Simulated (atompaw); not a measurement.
What one change does to a pseudopotential (Cr (Z = 24), PAW (atompaw))

Cr, PAW, made with atompaw 4.2.0.5 (PBE, scalar-relativistic). Core [Ne] 3s2, reference 3p6 3d5 4s0 4p1. Waves: 4s (bound, empty): rc 2.90 bohr; 4s channel at 4.15 Ry: rc 2.90 bohr; 3p (bound): rc 1.25 bohr; 4p (bound): rc 1.80 bohr; 3d (bound): rc 1.85 bohr; 3d channel at 0.3 Ry: rc 1.85 bohr. Local part: bessel scheme, radius 2.45 bohr. Core correction: smooth core density matched at 2.30 bohr. Augmentation charge: sinc compensation charge, radius 2.20 bohr; PAW radius 2.90 bohr; waves and projectors: custom polynom gramschmidtortho.

All-electron outer shells of the reference configuration (PBE, scalar-relativistic, ld1.x):

```
shell  level (eV)  outermost node (bohr)  outermost maximum (bohr)
   2p     -561.98                      –                      0.20
   3s      -75.39                   0.36                      0.78
   3p      -46.86                   0.33                      0.80
   4s       -4.95                   1.12                      2.68
   3d       -4.27                      –                      0.84
   4p       -1.73                   1.24                      3.80
```

Change: wave 3p (bound): rc 1.25 bohr becomes 3p (bound): rc 1.48 bohr.

Cutoffs: the cutoffs (Ry, on a coarse ladder) from which the occupation-weighted sum of valence levels, in a spherical-Bessel basis at the reference potential, stays within 10 and 1 mRy of its value at 400 Ry; they do not see the model core or the augmentation charge, which bear on the density cutoff.

Problem. What does the change do?

Solution. The potential gets softer (50 Ry and 90 Ry → 50 Ry and 70 Ry); neither file shows a bound ghost.

| quantity | base | changed |
| --- | --- | --- |
| cutoff, loose | 50 Ry | 50 Ry |
| cutoff, tight | 90 Ry | 70 Ry |
| loose cutoff by channel (10 mRy a level) | p 40 Ry, d 25 Ry | p 30 Ry, d 25 Ry |
| bound ghosts | none | none |
| s: phases at 2.91 bohr within 0.05 rad from the reference energy up to (Ry; the scan ends near 5) | to the end of the scan | to the end of the scan |
| p: phases at 2.91 bohr within 0.05 rad from the reference energy up to (Ry; the scan ends near 5) | 3.3 | 3.3 |
| d: phases at 2.91 bohr within 0.05 rad from the reference energy up to (Ry; the scan ends near 5) | 4.5 | 4.5 |
| lowest overlap eigenvalue by channel | s 0.09, p 0.16, d 0.99 | s 0.09, p 0.48, d 0.99 |

 The cutoffs see the waves, projectors and local potential, not the compensation charge or the core.
